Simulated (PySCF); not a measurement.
**Co⁺ (cobalt, charge +1): UHF calculation**

Configuration: [Ar] 3d7 4s1, high-spin 5F determinant (an excited configuration). Computed with PySCF 2.14 in x2c-TZVPPall with one added diffuse shell each of s, p, d, f type (7s6p5d3f1g, 80 functions), with scalar relativity by spin-free X2C-1e.

```
Total energy                        : -1391.622302 hartree
One-electron energy                 : -1918.8331 hartree
Hartree (Coulomb) energy            : 585.7343 hartree
Exchange energy                     : -58.5235 hartree
⟨S²⟩                                : 6.0025
⟨L²⟩                                : 12.029
Sum of ⟨r⟩                          : 18.25 bohr
Sum of ⟨r²⟩                         : 24.43 bohr²
Langevin diamagnetic susceptibility : -19.3 ×10⁻⁶ cm³/mol
```

| shell | electrons | mean orbital energy (eV) | spread (eV) | rms radius, mean of both spins (bohr) |
| --- | --- | --- | --- | --- |
| 1s α | 1 | -7785.3 | 0 | 0.0649 |
| 1s β | 1 | -7785.1 | 0 | 0.0649 |
| 2s α | 1 | -975.02 | 0 | 0.276 |
| 2s β | 1 | -972.20 | 0 | 0.276 |
| 2p α | 3 | -832.63 | 0 | 0.249 |
| 2p β | 3 | -829.92 | 0 | 0.249 |
| 3s α | 1 | -138.20 | 0 | 0.831 |
| 3s β | 1 | -130.27 | 0 | 0.831 |
| 3p α | 3 | -95.560 | 0 | 0.890 |
| 3p β | 3 | -86.310 | 0 | 0.890 |
| 3d α | 5 | -27.729 | 1.457 | 1.15 |
| 3d β | 2 | -24.026 | 0 | 1.15 |
| 4s α | 1 | -15.819 | 0 | 2.90 |

Densities and radii are taken from the X2C orbitals without a picture-change correction, which distorts them close to the nucleus.

Spin-orbit constants ζ (cm⁻¹) from the X2C one-electron operator on these orbitals: bare nucleus, nucleus screened by l(l+1)(2l+1)/3 electrons, and screened by the Breit-Pauli mean field of the electrons.

```
shell   bare  screened nucleus  mean field
   2p  83500             77310       74470
   3p  10280              9517        9108
   3d  942.6             593.5       534.3
```

To first order the Landé constant is A = -133.6 cm⁻¹, so the lowest level has J = 5 and lies 0.0994 eV below the centre of the term. This holds in LS coupling only.
